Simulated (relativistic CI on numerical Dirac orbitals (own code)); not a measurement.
# Sc²⁺ in a cubic cluster: L2,3 absorption with charge transfer

Computed with a charge-transfer multiplet model of a cubic metal-ligand cluster with up to one ligand hole, Slater and spin-orbit integrals from Dirac-Coulomb-Breit ions, Slater integrals scaled by 0.8. The ground state mixes d1 with configurations of k ligand holes L, whose averages lie at kΔ + k(k − 1)U_dd/2; a core hole lowers each added d electron by U_cd. 300 K, Lorentzian 0.4 eV and Gaussian 0.3 eV FWHM.

Atomic integrals in eV (Slater integrals scaled, ζ unscaled), ground: F2dd 4.710, F4dd 2.885, zeta_d 0.008; with the core hole: F2dd 6.786, F4dd 4.228, zeta_d 0.015, zeta_core 3.008, F2cd 3.515, G1cd 2.451, G3cd 1.388. Where a configuration has fewer than two d electrons, the dd integrals are those of d2.

Cluster parameters (eV): Δ = 7.3, U_dd = 4.7, U_cd = 5.9, 10Dq = 0.2, 10Dq(ligand) = 1.6, final-state hopping factor = 1.

| Case | n_d | d1 | d2L | S |
| --- | --- | --- | --- | --- |
| V(eg) = 1.95 eV, V(t2g) = -0.98 eV | 1.20 | 0.80 | 0.20 | 0.50 |
| V(eg) = 2.25 eV, V(t2g) = -1.13 eV | 1.23 | 0.77 | 0.23 | 0.50 |
| V(eg) = 2.55 eV, V(t2g) = -1.28 eV | 1.25 | 0.75 | 0.25 | 0.50 |
| V(eg) = 2.85 eV, V(t2g) = -1.43 eV | 1.27 | 0.73 | 0.27 | 0.50 |
| V(eg) = 3.15 eV, V(t2g) = -1.58 eV | 1.29 | 0.71 | 0.29 | 0.50 |

Weights, n_d and S are thermal averages at 300 K. Photon energies count from the first peak over 30 % of the highest in each spectrum, which can be another peak from case to case. The parameters are a model scan and need not match a compound or its usual spin state. Peaks in eV (height, largest 100):
- V(eg) = 1.95 eV, V(t2g) = -0.98 eV: 0.0 (31), 1.1 (95), 3.3 (40), 3.8 (43), 5.2 (100), 7.7 (7)
- V(eg) = 2.25 eV, V(t2g) = -1.13 eV: 0.0 (31), 1.2 (93), 3.3 (40), 3.9 (42), 5.3 (100), 7.8 (7)
- V(eg) = 2.55 eV, V(t2g) = -1.28 eV: -1.0 (12), 0.0 (33), 1.2 (95), 3.3 (40), 4.0 (42), 5.4 (100), 7.8 (6)
- V(eg) = 2.85 eV, V(t2g) = -1.43 eV: -1.1 (13), 0.0 (34), 1.2 (96), 3.3 (42), 4.1 (41), 5.4 (100), 7.9 (6)
- V(eg) = 3.15 eV, V(t2g) = -1.58 eV: -1.1 (13), 0.0 (35), 1.3 (97), 3.3 (43), 4.1 (41), 5.5 (100), 7.9 (6)

Curve for V(eg) = 1.95 eV, V(t2g) = -0.98 eV (points under 2 left out, the grid thinned):

(E (eV), Intensity): (-2.3, 2.2), (-2.1, 2.9), (-1.8, 4.4), (-1.6, 6.8), (-1.3, 10.7), (-1.1, 12.1), (-0.8, 14.1), (-0.6, 17.2), (-0.3, 27.4), (-0.1, 30.8), (0.2, 31.1), (0.4, 36.9), (0.6, 56.9), (0.9, 85.0), (1.1, 94.8), (1.4, 66.4), (1.6, 44.6), (1.9, 28.1), (2.1, 17.9), (2.4, 12.2), (2.6, 14.3), (2.9, 28.1), (3.1, 37.2), (3.3, 39.9), (3.6, 39.8), (3.8, 43.4), (4.1, 35.4), (4.3, 31.3), (4.6, 40.0), (4.8, 58.6), (5.1, 95.0), (5.3, 100.0), (5.6, 87.8), (5.8, 66.6), (6.0, 41.2), (6.3, 18.4), (6.5, 11.5), (6.8, 7.1), (7.0, 5.8), (7.3, 5.4), (7.5, 6.1), (7.8, 6.3), (8.0, 4.3), (8.3, 2.5), (8.5, 2.0)

For the case V(eg) = 2.85 eV, V(t2g) = -1.43 eV, Δ = 7.3 eV is larger than U_dd = 4.7 eV, the Mott-Hubbard side of the Zaanen-Sawatzky-Allen scheme. With the core hole the configuration with one ligand hole lies at Δ + U_dd − U_cd = 6.1 eV above the one without, against Δ in the ground state. The added d electron screens the hole, so the order of the configurations is kept and charge-transfer satellites are weaker than in photoemission.

With at most 1 ligand hole the space is cut while the next configuration still counts, so covalency is underestimated, and a final configuration with one more ligand hole, which can lie low, is missing from the spectra.
